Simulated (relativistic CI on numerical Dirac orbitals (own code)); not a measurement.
# Ni⁴⁺ in a cubic cluster: 1s photoemission with charge transfer

Computed with a charge-transfer multiplet model of a cubic metal-ligand cluster with up to 3 ligand holes, Slater and spin-orbit integrals from Dirac-Coulomb-Breit ions, Slater integrals scaled by 0.8. The ground state mixes d6 with configurations of k ligand holes L, whose averages lie at kΔ + k(k − 1)U_dd/2; a core hole lowers each added d electron by U_cd. 20 K, Lorentzian 1.1 eV and Gaussian 0.6 eV FWHM.

Atomic integrals in eV (Slater integrals scaled, ζ unscaled), ground: F2dd 11.354, F4dd 7.124, zeta_d 0.099; with the core hole: F2dd 12.615, F4dd 7.944, zeta_d 0.134, G2cd 0.078.

Cluster parameters (eV): U_dd = 7.4, U_cd = 9, 10Dq = 1.35, 10Dq(ligand) = 1, V(eg) = 3, V(t2g) = -1.5, final-state hopping factor = 0.9.

```
       Case   n_d    d6   d7L  d8L2  d9L3     S
Δ = -3.1 eV  7.18  0.15  0.55  0.28  0.02  0.03
Δ = -2.1 eV  7.08  0.19  0.56  0.23  0.02  0.04
Δ = -1.1 eV  6.98  0.23  0.56  0.19  0.01  0.04
Δ = -0.1 eV  6.89  0.28  0.55  0.16  0.01  0.05
 Δ = 0.9 eV  6.80  0.34  0.53  0.13  0.01  0.06
```

Weights, n_d and S are thermal averages at 20 K. Binding energies count from the first peak over 30 % of the highest in each spectrum, which can be another peak from case to case. The parameters are a model scan and need not match a compound or its usual spin state. Peaks in eV (height, largest 100):
- Δ = -3.1 eV: 0.0 (100), 10.8 (32)
- Δ = -2.1 eV: 0.0 (100), 10.6 (32)
- Δ = -1.1 eV: 0.0 (100), 10.5 (29)
- Δ = -0.1 eV: 0.0 (100), 10.4 (26)
- Δ = 0.9 eV: 0.0 (100), 8.6 (13), 10.3 (23), 18.8 (6)

Curve for Δ = -0.1 eV (points under 2 left out, the grid thinned):

| E (eV) | Intensity |
| --- | --- |
| -4.0 | 2.3 |
| -3.5 | 3.0 |
| -3.1 | 3.8 |
| -2.6 | 5.4 |
| -2.2 | 7.5 |
| -1.7 | 12.5 |
| -1.2 | 23.9 |
| -0.8 | 45.3 |
| -0.3 | 89.9 |
| 0.1 | 96.6 |
| 0.6 | 53.8 |
| 1.0 | 28.2 |
| 1.5 | 14.4 |
| 2.0 | 8.7 |
| 2.4 | 6.2 |
| 2.9 | 4.4 |
| 3.3 | 3.6 |
| 3.8 | 2.9 |
| 4.3 | 2.5 |
| 4.7 | 2.3 |
| 5.2 | 2.3 |
| 5.6 | 2.4 |
| 6.1 | 2.8 |
| 6.6 | 3.0 |
| 7.0 | 3.5 |
| 7.5 | 5.3 |
| 7.9 | 7.7 |
| 8.4 | 9.6 |
| 8.9 | 11.0 |
| 9.3 | 14.8 |
| 9.8 | 21.4 |
| 10.2 | 25.5 |
| 10.7 | 23.9 |
| 11.2 | 14.3 |
| 11.6 | 8.2 |
| 12.1 | 4.5 |
| 12.5 | 3.1 |
| 13.0 | 2.3 |
| 17.9 | 2.4 |
| 18.4 | 4.0 |
| 18.9 | 4.5 |
| 19.3 | 3.3 |
| 19.8 | 2.1 |
| 22.6 | 2.3 |
| 23.1 | 2.1 |

For the case Δ = -1.1 eV, Δ = -1.1 eV is smaller than U_dd = 7.4 eV, the charge-transfer side of the Zaanen-Sawatzky-Allen scheme (negative Δ: between configuration averages a ligand hole costs less than the nominal valence; multiplet and field energies can change this for the lowest states). With the core hole the configuration with one ligand hole lies at Δ − U_cd = -12.1, -11.1, -10.1, -9.1, -8.1 eV from the one without, in the order of the table; where this is negative the screened configuration lies lower.
